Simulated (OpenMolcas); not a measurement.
Ti3+ (d1) in a complex was computed by SS-CASPT2, IPEA 0.25 Eh, imaginary shift 0.1 Eh with the d shell active (OpenMolcas, ANO-RCC-VDZP on the metal). Its lowest spin-free states, and all those of the highest spin:

```csv
2S+1,Degeneracy,E (cm-1)
2,2,0
2,1,170
2,2,21020
```

Task: Is the site octahedral, tetrahedral or cube-like, axial, or of lower symmetry?

Result: The states with 2S+1 = 2 have orbital degeneracies 2, 1, 2. There are pairs but no triples, so the site is axial: not cubic, but with a proper or improper axis of order three or more. The run had Ti3+ with 6 ligands (ammonia) in octahedral coordination (S6) at 2.18 Å. Ligand basis ANO-RCC-VDZP.

Over all roots computed the reference weight is 0.70; a low but even weight reflects the number of correlated electrons. An orbital doublet at a regular site is open to a Jahn-Teller distortion, which this geometry leaves out. Ligand-to-metal charge-transfer states are missing. With one d shell and no ligand orbital active, 10Dq can be off by a tenth or more. The distance lies 4 % over the 2.09 Å that this model takes as the normal distance (a Shannon-type radius plus a fixed donor radius); by an R⁻⁵ law this alone changes a d-shell field by about -19 %. No measured value stands beside these numbers; the geometry was imposed, not optimised, and the real ion may take another.
